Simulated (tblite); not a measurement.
Species: CH₁₁N₃PSi₂ (charge -1).
Numbering: `[CH3:1][NH:2][Si@:3]([NH2:4])([PH2:5])[N-:6][SiH3:7]` (hydrogens: H8, H9, H10 on C1; H11 on N2; H12, H13 on N4; H14, H15 on P5; H16, H17, H18 on Si7)

Cartesian coordinates in Å at the GFN2-xTB level; atoms count from 1:
```xyz
18
CH11N3PSi2 angstrom
C     -1.852   -1.162    0.291
N     -1.317   -0.148    1.152
Si     0.045    0.748    0.488
N      0.220    2.043    1.667
P     -0.960    1.790   -1.287
N      1.482   -0.041    0.147
Si     1.941   -1.272   -0.894
H     -2.094   -0.693   -0.665
H     -2.770   -1.588    0.712
H     -1.145   -1.982    0.088
H     -1.097   -0.535    2.060
H      0.809    1.757    2.434
H      0.648    2.858    1.254
H     -0.526    0.820   -2.162
H      0.152    2.563   -1.544
H      3.423   -1.314   -0.909
H      1.519   -1.181   -2.322
H      1.512   -2.658   -0.523
```

Level: GFN2-xTB in tblite, geometry and Hessian alike; calculated harmonic values, unscaled, isolated species. This tight-binding method is rough: wavenumbers can miss measured ones by several per cent, in bad cases by 10 to 20. Modes of hydrogen on phosphorus and silicon can be 10 to 20 % off. One conformer, not necessarily the lowest.

Harmonic wavenumbers (cm⁻¹): 26.5, 64.8, 74.9, 91.1, 96.4, 126.9, 148.6, 154.4, 184.5, 225.4, 237.0, 268.8, 348.2, 409.1, 564.9, 587.4, 635.8, 655.9, 672.9, 695.4, 725.0, 800.3, 816.4, 822.1, 862.2, 882.5, 901.5, 1058.3, 1124.5, 1146.1, 1181.2, 1244.6, 1358.8, 1419.7, 1500.2, 1510.6, 1572.3, 1884.7, 1953.3, 2046.2, 2299.4, 2404.9, 2838.9, 2907.7, 2972.8, 3410.0, 3461.3, 3486.1.

A = 1548, B = 996.0, C = 952.4 MHz; mass 152.023 u (most abundant isotopes); point group C1, symmetry number 1.

What is the zero-point energy?

½Σν̃ = 27430 cm⁻¹ = 328.14 kJ/mol.

What is S at 200 K and 1 bar for an ideal gas of classical rigid rotors and harmonic oscillators?

Translation 163.21, rotation 119.59, vibration 128.39: S = 411.2 J/(mol K).

And Cp and H(200 K) − H(0)?

Cp = 150.13 J/(mol K), of which vibrations give 116.88 (their classical limit is 48 R = 399.1); H(200 K) − H(0) = 19.88 kJ/mol without the zero-point energy, 13.23 from vibrations.

Which modes carry the vibrational entropy at 200 K?

26.5 cm⁻¹: 22.11; 64.8 cm⁻¹: 14.74; 74.9 cm⁻¹: 13.56; 91.1 cm⁻¹: 11.98; 96.4 cm⁻¹: 11.52; 126.9 cm⁻¹: 9.35 J/(mol K); the other 42 give 45.14 together.

What must be added to the electronic energy to get the Gibbs energy at 200 K and 1 bar?

ZPE + [H(200 K) − H(0)] − T·S = 328.14 + 19.88 − 82.24 = 265.78 kJ/mol.

Hindered rotation and anharmonicity are outside this model. Other conformers, if any are populated, would add a mixing term that is left out. The structure is chiral; the term R ln 2 for an equal mix with its mirror image is left out.
